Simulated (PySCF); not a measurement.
C3H8Si, SMILES [SiH2]1CCC1. Atoms are numbered in the order given.

```xyz
12

C      1.3351     0.1831     0.0000
C      0.3986    -0.1530    -1.2047
Si    -1.0615     0.0565     0.0000
C      0.3986    -0.1530     1.2047
H      2.2971    -0.3568     0.0000
H      1.5711     1.2600     0.0000
H      0.5078    -1.2057    -1.5137
H      0.5057     0.4810    -2.0965
H     -1.6499     1.4296     0.0000
H     -2.1781    -0.9372     0.0000
H      0.5078    -1.2057     1.5137
H      0.5057     0.4810     2.0965
```
Charge 0, spin multiplicity 1.

Coordinates come from a B3LYP-D3(BJ)/def2-SVP optimisation.

Level of theory: CAM-B3LYP/def2-TZVP (PySCF).

Gas-phase values at a fixed geometry.

Computed frontier levels, gap, dipole moment and polarisability:
```
Item                                                                                                            Value
---------------------------------------------------------------------------------------------  ----------------------
highest occupied level                                                                                       -9.19 eV
lowest empty level                                                                                            1.28 eV
orbital gap                                                                                                  10.48 eV
dipole moment                                                                                                  0.40 D
quadrupole, principal values (traceless, Buckingham form, about the centre of nuclear charge)   -1.50, 0.61, 0.89 D·Å
mean static polarisability                                                                       60.6 bohr³ (8.99 Å³)
polarisability, principal values                                                               54.8, 58.6, 68.6 bohr³
```
